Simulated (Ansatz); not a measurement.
`N#C[SiH](F)F` + `CC=N` → `CC(=N)C#N` + `F[SiH2]F` at 500 K and 1 bar (formal exchange of groups at a C–Si bond).

Gas-phase electronic energies from Ansatz, PBE0-D4/def2-TZVP geometries. CCSD(T)/CBS is the MP2 limit (def2-TZVPP, def2-QZVPP) plus CCSD(T) − MP2 in def2-TZVPP, frozen cores. This one scheme is used for every species. One conformer a species, not always the lowest.

| species | CCSD(T)/CBS energy (Eh) | H − E (kJ/mol) | S (J/(mol·K)) |
| --- | --- | --- | --- |
| `N#C[SiH](F)F` | -582.14390 | 97.0 | 361.8 |
| `CC=N` | -133.79309 | 207.6 | 299.1 |
| `CC(=N)C#N` | -225.92562 | 214.1 | 353.6 |
| `F[SiH2]F` | -489.99391 | 85.3 | 295.3 |

H − E and S are ideal-gas, rigid-rotor, harmonic terms from PBE0-D4/def2-TZVP, for one conformer and one mirror image of each species. 1 Eh = 2625.50 kJ/mol, R = 8.31446 J/(mol·K).

By hand: ΔE, ΔH, ΔS and ΔG.

ΔE = (-225.92562) + (-489.99391) − (-582.14390) − (-133.79309) = 0.01746 Eh = 45.8 kJ/mol. Δ(H − E) = 214.1 + 85.3 − 97.0 − 207.6 = -5.2, so ΔH = 40.6 kJ/mol. ΔS = 353.6 + 295.3 − 361.8 − 299.1 = -12.0 J/(mol·K). ΔG = 40.6 − 500 × (-12.0)/1000 = 46.6 kJ/mol.

By hand: the equilibrium constant, and the temperature at which ΔG would vanish if ΔH and ΔS stayed fixed.

log₁₀ K = −ΔG/(RT ln 10) = -4.9. ΔH and −TΔS have one sign here, so there is no such temperature.

The number of gas molecules stays the same, so ΔS is small and ΔH decides. A doubt of 5 kJ/mol in ΔE shifts log₁₀ K by 0.5 here. Other conformers and mirror images would add mixing entropy, several J/(mol·K) or more a flexible species. These are equilibria of isolated gas molecules and say nothing of rates. Largest T1 diagnostic: 0.013 (customary marks: 0.02 for closed shells, 0.045 for open ones).

ΔS is within the doubt of such terms, so its sign, and with it that verdict, could turn.
